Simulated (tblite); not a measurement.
Compound: C6H8GaN.
Atom-mapped SMILES: `[CH:1]#[C:2][Ga@H-:3]([CH:4]=[CH2:5])[N+:6]#[C:7][CH3:8]` (hydrogens: H9 on C1; H10 on Ga3; H11 on C4; H12, H13 on C5; H14, H15, H16 on C8)
Bond orders are those of one Lewis drawing.

Computed with GFN2-xTB (tblite), gas phase: L-BFGS steps from a force-field or distance-geometry start until the largest atomic force falls under 0.01 eV/Å.

Step 7: E = -567.9672 eV
```
atom  x, y, z in Å  |  force x, y, z in eV/Å
C1     -1.5388   -2.3470   -2.1181   -0.023  -0.089  -0.163
C2     -1.1201   -1.8322   -1.1102    0.160  -0.003   0.038
Ga3    -0.8265   -1.1337    0.6731    0.185   0.117  -0.001
C4     -1.9747    0.3869    1.1936   -0.195  -0.010   0.004
C5     -2.2726    1.4103    0.4006    0.009   0.033  -0.010
N6      1.0509   -0.2036    0.3834   -0.226  -0.185   0.033
C7      2.0576    0.3281    0.2539    0.183   0.057  -0.049
C8      3.3241    0.9685    0.0862   -0.056  -0.040   0.016
H9     -1.8559   -2.7912   -3.0189   -0.038  -0.028  -0.106
H10    -0.4602   -2.1438    1.7716    0.192  -0.131   0.066
H11    -2.5478    0.2781    2.1144   -0.058   0.195   0.145
H12    -3.0122    2.1584    0.6445   -0.091   0.119   0.058
H13    -1.7734    1.5531   -0.5481    0.058  -0.015  -0.045
H14     3.1849    2.0504   -0.0030    0.027  -0.169  -0.003
H15     3.8044    0.5769   -0.8165   -0.063   0.098   0.122
H16     3.9528    0.7498    0.9544   -0.063   0.049  -0.104
```

Step 8: E = -567.9746 eV
```
atom  x, y, z in Å  |  force x, y, z in eV/Å
C1     -1.5384   -2.3486   -2.1217    0.005  -0.061  -0.109
C2     -1.1079   -1.8345   -1.1171    0.098  -0.029   0.010
Ga3    -0.8368   -1.1393    0.6750    0.236   0.108   0.020
C4     -1.9782    0.3918    1.1980   -0.192  -0.076   0.021
C5     -2.2738    1.4131    0.4024   -0.010   0.082  -0.061
N6      1.0507   -0.2094    0.3828   -0.112  -0.108   0.020
C7      2.0564    0.3261    0.2534    0.094   0.005  -0.034
C8      3.3231    0.9683    0.0862   -0.057  -0.042   0.014
H9     -1.8583   -2.7926   -3.0228   -0.023  -0.011  -0.076
H10    -0.4449   -2.1497    1.7758    0.144  -0.078   0.008
H11    -2.5521    0.2875    2.1198   -0.039   0.187   0.120
H12    -3.0148    2.1629    0.6416   -0.059   0.097   0.068
H13    -1.7744    1.5555   -0.5475    0.048  -0.035  -0.018
H14     3.1842    2.0510   -0.0026    0.023  -0.193  -0.004
H15     3.8047    0.5768   -0.8165   -0.076   0.106   0.134
H16     3.9529    0.7500    0.9543   -0.078   0.049  -0.113
```

**Question.** Estimate the geometry and energy of step 9. (The exact step hangs on the optimiser's Hessian estimate; all steps are aligned on step 8, rigid shifts and turns removed.)

**Answer.** E = -567.9867 eV, largest force 0.253 eV/Å
```
atom  x, y, z in Å  |  force x, y, z in eV/Å
C1     -1.5371   -2.3518   -2.1285    0.060  -0.009  -0.012
C2     -1.0878   -1.8396   -1.1287   -0.008  -0.066  -0.032
Ga3    -0.8438   -1.1435    0.6777    0.244   0.054   0.039
C4     -1.9894    0.3979    1.2040   -0.147  -0.114   0.013
C5     -2.2760    1.4190    0.4042   -0.050   0.101  -0.074
N6      1.0493   -0.2199    0.3824    0.063   0.013  -0.002
C7      2.0536    0.3214    0.2521   -0.056  -0.080   0.000
C8      3.3192    0.9663    0.0868   -0.051  -0.040   0.010
H9     -1.8626   -2.7950   -3.0308    0.010   0.026   0.002
H10    -0.4183   -2.1612    1.7826    0.067   0.031  -0.100
H11    -2.5597    0.3068    2.1315   -0.011   0.155   0.049
H12    -3.0199    2.1719    0.6391    0.029   0.043   0.053
H13    -1.7743    1.5579   -0.5474    0.007  -0.060   0.040
H14     3.1837    2.0479   -0.0023   -0.014  -0.146  -0.003
H15     3.8039    0.5792   -0.8141   -0.067   0.070   0.085
H16     3.9518    0.7515    0.9522   -0.076   0.023  -0.067
```

The energy changes by -0.0121 eV. The first-order estimate −F·Δx gives -0.0178 eV and the mean of the old and new forces, exact on a quadratic surface, -0.0122 eV. The step makes an angle of 57° with the force vector and moves no atom by more than 0.030 Å.

What follows is the cost of the whole relaxation. Time: 0.77 s of wall time. Hardware: Arm Neoverse V2, one thread, on a shared host.
